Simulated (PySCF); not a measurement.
# PySCF run on Be²⁺

The script input.py:

```python
from pyscf import gto, scf, solvent

mol = gto.M(
    atom='Be 0 0 0',
    basis='jorge-dzp-dkh',
    charge=2,
    spin=0,
    symmetry=True,
    verbose=3,
)
mf = scf.RHF(mol)
mf = mf.sfx2c1e()
mf = mf.density_fit(auxbasis='def2-universal-jkfit')
mf = solvent.PCM(mf)
mf.with_solvent.eps = 32.6
mf.kernel()
mf.analyze()
print('orbital energies (hartree):', mf.mo_energy[..., max(0, mol.nelec[1]-3):mol.nelec[0]+3].round(4))
```

```bash
$ python input.py
```

It prints (some set-up lines and the per-cycle HOMO/LUMO lines with their warnings removed):

```
WARN: PCM is an experimental feature. It is still in testing.
Features and APIs may be changed in the future.

converged SCF energy = -14.1716963848565
Wave-function symmetry id = 0
**** MO energy ****
MO #1 (s+0 #1), energy= -5.10918606032302 occ= 2
MO #2 (s+0 #2), energy= -0.11816973623412 occ= 0
MO #3 (p-1 #1), energy= 0.0182468707862477 occ= 0
MO #4 (p+0 #1), energy= 0.0182468707934766 occ= 0
MO #5 (p+1 #1), energy= 0.0182468707764376 occ= 0
MO #6 (p-1 #2), energy= 0.184138506608558 occ= 0
MO #7 (p+0 #2), energy= 0.184138506591951 occ= 0
MO #8 (p+1 #2), energy= 0.184138506609316 occ= 0
MO #9 (s+0 #3), energy= 0.229715458274133 occ= 0
MO #10 (d-2 #1), energy= 0.446447716968228 occ= 0
MO #11 (d-1 #1), energy= 0.446447716960654 occ= 0
MO #12 (d+1 #1), energy= 0.446447716967419 occ= 0
MO #13 (d+0 #1), energy= 0.446480063171473 occ= 0
MO #14 (d+2 #1), energy= 0.446480063151133 occ= 0
MO #15 (s+0 #4), energy= 7.62467447950305 occ= 0
 ** Mulliken atomic charges  **
charge of    0Be =      2.00000
Dipole moment(X, Y, Z, Debye):  0.00000,  0.00000,  0.00000
orbital energies (hartree): [-5.1092 -0.1182  0.0182  0.0182]
```

In short: E(SCF) = -14.171696 Eh.

Wall time 1 s on one thread of a shared host.
